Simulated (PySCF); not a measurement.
W(O)(F)4 cation (F₄OW), SMILES [O]=[W]([F])([F])([F])[F] (connectivity only; charge and spin as stated), charge +1, multiplicity 2. Geometry optimised at PBE0-D3(BJ)/def2-SVP. The multiplicity is an assumed one; no other spin state was optimised. The isomer is the one that the SMILES or the coordinates give; other isomers of the formula were not compared. The def2 effective core potentials stand for the cores of W; spin–orbit coupling is left out.

Calculation: PBE0-D3(BJ)/def2-SVP (PySCF 2.14.0).

Harmonic wavenumbers (cm⁻¹): 107, 174, 202, 223, 223, 260, 301, 698, 778, 797, 814, 816. Rotational constants (GHz): 2.805, 2.432, 2.358; symmetry number 2.

Task: Work out the zero-point energy and the ideal-gas rigid-rotor harmonic-oscillator thermochemistry at 298.15 K and 1 atm.

Result: ZPE = ½ Σ hcν = ½ × 5394 cm⁻¹ = 7.71 kcal/mol. H − E(el) = 12.75 kcal/mol. Entropy in cal/(mol K): translation 42.74, rotation 26.02, vibration 15.91, spin 1.38, total 86.04. G − E(el) = -12.91 kcal/mol. Cp = 24.06 cal/(mol K). Modes under 150 cm⁻¹ make the vibrational entropy uncertain.
